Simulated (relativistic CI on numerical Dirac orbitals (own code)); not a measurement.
**Energy levels of Kr XXI**

Method of calculation: Dirac-Coulomb-Breit CI, orbitals from a KLI potential per configuration, a model potential for QED, unscaled Slater integrals (own radial code, finite nucleus).

Configurations in the expansion (outside the closed core [Ne]): 3s²3p⁴, 3s3p⁵, 3s²3p³3d, 3p⁶, 3s3p⁴3d, 3p⁵3d, 3s3p³3d², 3s²3p²3d4p, 3s²3p³4s, 3p⁵4s, 3p⁵4p, 3s3p³3d4s, 3s²3p³4p, 3s²3p²3d², 3s²3p3d³, 3s3p²3d³, 3s²3p3d²4s, 3s²3p3d²4p, 3p⁴3d², 3p³3d³, 3p³3d²4s, 3p³3d²4p. Double excitations out of closed p, d and f shells are left out; levels of such configurations are missing from the list, as are those of other unlisted configurations, and high levels can miss mixing partners.

The lowest level is 3s²3p⁴ ³P2, with 82 % of that term; Hund's rules for 3s²3p⁴ give ³P with J = 2, in agreement.

```
No.  Configuration  Term  J   E (eV)   %  Lifetime (s)
  1         3s²3p⁴    ³P  2    0.000  82              
  2         3s²3p⁴    ³P  0    5.939  65      1.09e+00
  3         3s²3p⁴    ³P  1    9.692  97      1.07e-04
  4         3s²3p⁴    ¹D  2   14.436  82      1.17e-04
  5         3s²3p⁴    ¹S  0   28.040  64      1.70e-05
  6          3s3p⁵   ³P°  2   67.940  79      1.19e-10
  7          3s3p⁵   ³P°  1   72.986  67      9.15e-11
  8          3s3p⁵   ³P°  0   78.220  74      1.15e-10
  9     3p³(4S°)3d   ⁵D°  2   86.864  60      1.06e-09
 10     3p³(4S°)3d   ⁵D°  3   87.045  66      2.52e-09
 11     3p³(4S°)3d   ⁵D°  0   87.354  80      4.75e-10
 12     3p³(4S°)3d   ⁵D°  1   87.476  49      1.33e-10
 13     3p³(4S°)3d   ⁵D°  1   88.122  37      6.82e-11
 14     3p³(4S°)3d   ⁵D°  4   88.604  80      3.06e-03
 15     3p³(2D°)3d   ³D°  2   91.265  30      4.84e-10
 16     3p³(2D°)3d   ³D°  3   95.635  43      3.29e-09
 17     3p³(2D°)3d   ³D°  1   96.233  91      1.04e-09
 18     3p³(2D°)3d   ³F°  2   96.685  51      9.22e-10
 19     3p³(2D°)3d   ¹S°  0   97.261  79      2.50e-08
 20     3p³(2D°)3d   ³F°  3   98.125  58      2.30e-09
 21     3p³(2D°)3d   ³F°  4  100.324  49      2.01e-04
 22     3p³(2D°)3d   ³G°  3  100.452  57      2.91e-10
 23     3p³(2D°)3d   ³F°  4  102.861  65      2.58e-04
 24     3p³(2D°)3d   ¹G°  4  104.728  69      4.45e-04
 25     3p³(2D°)3d   ³G°  5  105.175  98      6.42e-04
 26     3p³(2P°)3d   ³D°  1  105.770  88      7.90e-11
 27     3p³(2P°)3d   ¹D°  2  107.093  49      1.43e-10
 28     3p³(2P°)3d   ³P°  0  109.678  75      3.11e-10
 29     3p³(2P°)3d   ³P°  1  109.795  69      3.45e-11
 30     3p³(2P°)3d   ³D°  2  111.762  71      3.90e-10
```

Energies count from the lowest computed level; ° marks odd parity; lifetimes are radiative, by E1, M1, E2, M2, E3 decay to levels of this space only. Percentages are summed over parent terms; the parents shown are those of the largest component, closed shells are left out there.

The mean weight of the leading LS term, summed over parents, in these 30 levels is 68 %, and that of the leading jj configuration (from the same eigenvectors) 63 %.

At this charge energies of transitions that change n are usually good to better than 1 %, and those within a shell (Δn = 0) to a few per cent.

LS names give the leading component of a level, which can be under half, so a name can repeat, a term be missing and a line seem to break the LS rules.
